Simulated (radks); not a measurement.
Coulomb parameter of the 4f shell of the ytterbium ion Yb2+ in the model configuration [Xe] 4f12.5 5d1.5, as a second difference U = [E(n + 0.5) + E(n - 0.5) - 2 E(n)] / (0.5)^2 with all orbitals relaxed. "Bare": the charge of the atom changes with n. "Screened": the 5d shell takes up the change at fixed total charge, which measures U(4f,4f) + U(5d,5d) - 2 U(4f,5d). Method: Dirac Kohn-Sham, LDA (Slater exchange, Perdew-Wang correlation), spin-unpolarised, spherical densities, point nucleus; open shells are shared between the two j in proportion to 2j + 1; computed with a radial shooting solver on a logarithmic mesh with Libxc functionals.

case,configuration,E - E(n) (eV)
start,[Xe] 4f12.5 5d1.5,0.000
bare +0.5,[Xe] 4f13 5d1.5,-11.789
bare -0.5,[Xe] 4f12 5d1.5,16.387
screened +0.5,[Xe] 4f13 5d1,-5.222
screened -0.5,[Xe] 4f12 5d2,6.643

U(bare) = 18.390 eV, U(screened by 5d) = 5.685 eV.
